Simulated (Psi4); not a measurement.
Here is a job for Psi4.
```
memory 2 GB

molecule mol {
1 2
  Si    0.017702   -0.010163    0.302550
  Cl   -1.275265   -1.481677   -0.093886
  Cl   -0.655725    1.843955   -0.018427
  Cl    1.910245   -0.350367   -0.242264
  H     0.104852   -0.060196    1.792097
}

set basis 3-21g
set reference uhf
set stability_analysis follow
set scf_type pk

energy('scf')
print_variables()
```

Problem. What total energy does Psi4 1.11 with HF/3-21G give?

Solution. -1659.5082 Eh

Problem. What is the computed nuclear repulsion energy (HF/3-21G)?

Solution. 339.4708 Eh

Problem. What <S^2> does HF/3-21G give?

Solution. 0.780

Problem. What is the computed number of basis functions (HF/3-21G)?

Solution. 54

These values belong to the state on which the SCF converged, which isn't shown to be the lowest.
